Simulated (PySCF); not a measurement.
Structure problem from calculated spectra and properties.

Formula: C6H12PSi; charge +1.

- Polarisability: 116.4 au [B3LYP/def2-SVPD]
- UV, strongest line: among the 10 lowest singlet transitions: S10 at 7.07 eV (175 nm, f = 0.329) [TDDFT B3LYP/def2-SVPD]
- Valence photoelectron: vertical ionisation energy: 13.37 eV [ΔSCF B3LYP/def2-SVPD]
- XPS: Si2p3/2 110.0, P2p3/2 142.9, C1s 294.2, C1s 294.5, C1s 295.3, C1s 295.5, C1s 295.5, C1s 295.6, Si1s 1849.8, P1s 2156.6 eV [ΔSCF SCAN, pcX-2 on the ionised atom, pcseg-1 elsewhere, spin-free X2C, 2p3/2 from a spin–orbit splitting computed afterwards within the 2p shell]
- 1H NMR: chemical shifts (computed TMS as zero) by class: 7.34 (1 H), 7.15 (1 H), 6.66 (1 H), 6.34 (1 H), 6.15 (1 H), 4.53 (3 H), 3.60 (1 H), 3.57 (1 H), 3.25 (1 H), 3.23 (1 H) ppm [GIAO PBE0/pcSseg-1]
- UV, first state: lowest singlet excitation: 4.91 eV (252 nm, f = 0.003) [TDDFT B3LYP/def2-SVPD]
- NMR, other nuclei: isotropic shieldings of nuclei other than C and H, by class: 418 (1 Si), 305 (1 P) ppm [GIAO PBE0/pcSseg-1]
- Rotational structure: rotational constants A, B, C: 3.333, 0.716, 0.650 GHz [PBE0-D3(BJ)/def2-SVP]
- 13C NMR: chemical shifts (computed TMS as zero) by class: 160.4 (1 C), 147.1 (1 C), 145.1 (1 C), 118.7 (1 C), 35.8 (1 C), 34.4 (1 C) ppm [GIAO PBE0/pcSseg-1]

The electronic properties come from PySCF, for the isolated species, density fitting. Levels stand in brackets. One conformer (not necessarily the lowest) at the PBE0-D3(BJ)/def2-SVP geometry, without solvent, vibrations or thermal averaging. NMR classes are plain means over equivalent atoms (diastereotopic ones count apart unless rotation or inversion swaps them), as if these changed places fast.

Question: What is the compound? Reason from the data.

Answer: Numbering: `[CH2:1]=[CH:2][P@H+:3]1[CH2:4][CH:5]=[C:6]([SiH3:7])[CH2:8]1`. 6 carbons fall into 6 classes; from least to most shielded: terminal =CH2 carbon [C1] (160.4 ppm), fully substituted alkene carbon [C6] (147.1 ppm), alkene CH carbon [C5] (145.1 ppm), alkene CH carbon [C2] (118.7 ppm), ring sp3 carbon bound to phosphorus [C8] (35.8 ppm), ring sp3 carbon bound to phosphorus [C4] (34.4 ppm). Hydrogen classes from least to most shielded: 1 H on a terminal =CH2 carbon, C1 (7.34 ppm), 1 H on a terminal =CH2 carbon, C1 (7.15 ppm), 1 H on an alkene CH carbon, C5 (6.66 ppm), 1 H on a phosphonium phosphorus, P3 (6.34 ppm), 1 H on an alkene CH carbon, C2 (6.15 ppm), 3 H on an SiH3 silicon, Si7 (4.53 ppm), 1 H on an sp3 carbon bound to phosphorus, C4 (3.60 ppm), 1 H on an sp3 carbon bound to phosphorus, C8 (3.57 ppm), 1 H on an sp3 carbon bound to phosphorus, C4 (3.25 ppm), 1 H on an sp3 carbon bound to phosphorus, C8 (3.23 ppm). The other shieldings belong to: 418 ppm, SiH3 silicon [Si7]; 305 ppm, phosphonium phosphorus [P3]. The core levels belong to: Si2p3/2 110.0 eV, SiH3 silicon [Si7]; P2p3/2 142.9 eV, phosphonium phosphorus [P3]; C1s 294.2 eV, fully substituted alkene carbon [C6]; C1s 294.5 eV, alkene CH carbon [C5]; C1s 295.3 eV, terminal =CH2 carbon [C1]; C1s 295.5 eV, alkene CH carbon [C2]; C1s 295.5 eV, sp3 carbon bound to phosphorus [C8]; C1s 295.6 eV, sp3 carbon bound to phosphorus [C4]; Si1s 1849.8 eV, SiH3 silicon [Si7]; P1s 2156.6 eV, phosphonium phosphorus [P3]. The hole state at 295.3 eV has ⟨S²⟩ = 0.82 against 0.75, so that value is less sure. S1 is mainly HOMO→LUMO (weight 0.99); the largest Löwdin shares of the orbital it empties are 0.31 on an alkene CH carbon, 0.30 on the fully substituted alkene carbon, 0.07 on the SiH3 silicon and 0.07 on an sp3 carbon bound to phosphorus, of the orbital it fills 0.38 on the terminal =CH2 carbon, 0.25 on an alkene CH carbon, 0.11 on the phosphonium phosphorus and 0.04 on a vinylic hydrogen. The optimised geometry has point group C1 and is an asymmetric top. Structure: `[P@H+]1(CC(=CC1)[SiH3])C=C`. The assignments are read from this structure; whether some other isomer fits the data as well wasn't checked. The mirror image fits equally.
